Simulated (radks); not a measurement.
All-electron atom: Rb4+ in [Ar] 3d10 4s2 4p3 (the NIST ground configuration). Method: non-relativistic Kohn-Sham, PBE, spin-polarised, spherical densities, point nucleus; open shells are filled with parallel spins first (spin-orbit coupling, left out, can overturn this in heavy ions); relativity is left out, which matters for an element this heavy; computed with a radial shooting solver on a logarithmic mesh with Libxc functionals.

Unscreened Slater integrals over Kohn-Sham orbitals (hartree). They are taken over the spin-up orbitals.

\begin{tabular}{lr}
integral & value \\ \hline
F0(4p,4p) & 0.59234 \\
F2(4p,4p) & 0.31649 \\
F0(4p,4s) & 0.61871 \\
G1(4p,4s) & 0.42389 \\
F0(4p,3d) & 0.76168 \\
F2(4p,3d) & 0.17394 \\
G1(4p,3d) & 0.058343 \\
G3(4p,3d) & 0.055182 \\
F0(4p,3p) & 0.76133 \\
F2(4p,3p) & 0.17345 \\
G0(4p,3p) & 0.044496 \\
G2(4p,3p) & 0.052443 \\
F0(4s,4s) & 0.64977 \\
F0(4s,3d) & 0.82406 \\
G2(4s,3d) & 0.069787 \\
F0(4s,3p) & 0.82381 \\
G1(4s,3p) & 0.062107 \\
F0(3d,3d) & 1.7525 \\
F2(3d,3d) & 0.84881 \\
F4(3d,3d) & 0.53609 \\
F0(3d,3p) & 1.7284 \\
F2(3d,3p) & 0.83252 \\
G1(3d,3p) & 0.99198 \\
G3(3d,3p) & 0.62138 \\
F0(3p,3p) & 1.7249 \\
F2(3p,3p) & 0.86769 \\
\end{tabular}

Derived for the open shells (J is the average intra-shell exchange parameter used in DFT+U). 4p: J = F2/5 = 0.06330 hartree.
